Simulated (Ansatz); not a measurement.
Consider the formal hydrolysis of the As–Ga bond: `[GaH2][AsH2]` + H₂O → `O[AsH2]` + `[GaH3]`.

Isolated molecules relaxed with PBE0-D4/def2-TZVP in Ansatz; ΔE leaves out vibrations. CCSD(T)/CBS adds triple-zeta CCSD(T) − MP2 to the extrapolated MP2 energy (def2 sets, frozen cores). This one scheme is used for every species. Functionals use def2-TZVPP. B3LYP here is the variant with VWN-RPA as its local correlation; programs differ in this. HSE06 is defined as in plane-wave codes. For As, Ga outer-core shells are correlated without core-valence functions, which leaves a few kJ/mol of doubt a bond. Scalar relativity is left out up to krypton.

`[GaH2][AsH2]`:

Z-matrix (Å, degrees):
```
Ga
As 1 2.413
H 1 1.570 2 119.4
H 1 1.570 2 119.3 3 -175.2
H 2 1.521 1 92.8 3 -139.3
H 2 1.521 1 92.9 3 -45.4
```

H₂O:

```xyz
3

O     0.134   -0.201   -0.306
H     0.390    0.682   -0.029
H    -0.524   -0.481    0.334
```

`O[AsH2]`:

Cartesian coordinates in Å:
```
O -0.904 0.561 -0.321
As 0.559 -0.098 0.499
H -1.227 1.297 0.204
H 0.157 -1.566 0.380
H 1.415 -0.194 -0.762
```

`[GaH3]`:

Cartesian coordinates in Å:
```
Ga 0.000 0.000 0.000
H 0.074 1.286 0.895
H 1.217 -0.396 -0.907
H -1.291 -0.890 0.012
```

```
             level  ΔE (kJ/mol)  difference from CCSD(T)/CBS
            PBE-D4        104.0                         -5.2
          B3LYP-D4         97.2                        -12.0
        r2SCANh-D4        104.6                         -4.6
          HSE06-D4        108.9                         -0.3
           ωB97M-V         96.0                        -13.2
           r2SCAN0        107.3                         -1.9
             HSE06        106.8                         -2.4
             BHLYP         94.9                        -14.3
           LC-ωPBE         96.1                        -13.1
RPA@PBE/def2-TZVPP         91.0                        -18.2
       CCSD(T)/CBS        109.2                            0
```

Largest T1 diagnostic among the species: 0.013.

From BLYP to BHLYP (50 % exact exchange), in def2-TZVPP and without D4, ΔE moves by +6.2 kJ/mol. At CCSD(T), def2-SVP lies −9.4 kJ/mol from the extrapolated value and def2-TZVPP −6.7 kJ/mol.
